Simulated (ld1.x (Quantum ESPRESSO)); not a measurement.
Transferability test, TM potential for nickel (Ni)

- Element: Ni
- Generator: ld1.x (Quantum ESPRESSO) 7.5
- Type: norm-conserving Troullier–Martins (Kleinman–Bylander form)
- Functional: PBE
- Relativity: scalar-relativistic
- Frozen core: [Ne]
- Valence charge: 18
- Reference configuration: 3s2 3p6 3d7 4s0 4p0 (charge +3)
- Partial waves: 3p (bound): rc 0.65 bohr; 3d (bound): rc 0.70 bohr; 3s (bound): rc 1.20 bohr
- Local potential: the s channel
- Core correction: Bessel-smoothed model core, default radius (core density twice the valence density)

Energies are relative to the spin-unpolarised reference configuration 3s2 3p6 3d7 4s0 4p0; without spin polarisation the order of configurations can differ from experiment. Not all tests gave a result: 2 of 7 tests not solved or not reliable. Left out of the table: 3s2 3p6 3d8 4s2 4p0 (solver errors, printed error +1.9 eV); 3s2 3p6 3d8 4s1 4p0 (solver errors, printed error +1.3 eV).

(1) Give the all-electron excitation energy and the error of the potential for: 3s2 3p6 3d8 4s0 4p0; 3s2 3p6 3d8 4s1 4p1; 3s2 3p6 3d8 4s0 4p1; 3s2 3p5 3d8 4s2 4p0; 3s2 3p6 3d8 4s1.5 4p0.

Levels in the configuration 3s2 3p6 3d8 4s0 4p0:

```tsv
level	all-electron (eV)	pseudo (eV)
3s	-130.746	-130.787
3p	-91.097	-91.171
3d	-28.366	-28.437
```

## Answers

(1)

```tsv
valence configuration	charge	ΔE all-electron (eV)	error AE − PS (meV)
3s2 3p6 3d8 4s0 4p0	+2	-37.467	+43
3s2 3p6 3d8 4s1 4p1	0	-59.545	+1218
3s2 3p6 3d8 4s0 4p1	+1	-49.133	+264
3s2 3p5 3d8 4s2 4p0	+1	15.384	+3204
3s2 3p6 3d8 4s1.5 4p0	+0.5	-60.423	+1669
```
